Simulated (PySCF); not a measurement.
This script is equivalent to a calculation on Sr (strontium, neutral).

```python
from pyscf import gto, scf, dft, mp, cc
import basis_set_exchange as bse
txt = bse.get_basis("def2-TZVP", elements=["Sr"], fmt="nwchem", header=False)
cut = txt.index("\nECP")
mol = gto.M(atom="Sr 0 0 0", charge=0, spin=0, symmetry="D2h",
            basis=gto.basis.parse(txt[:cut]),
            ecp={"Sr": gto.basis.parse_ecp(txt[cut:])})
mf = dft.UKS(mol, xc="LDA,VWN")
mf.irrep_nelec = {'Ag': (2, 2), 'B1u': (1, 1), 'B2u': (1, 1), 'B3u': (1, 1)}
mf.kernel()
```

(1) What total energy does it give?

(2) Which occupied shell lies highest, and where?

Energies and moments cover only the electrons outside the core potential.

Answers

(1) -30.580 hartree (calculated).

(2) 5s, at -3.636 eV.
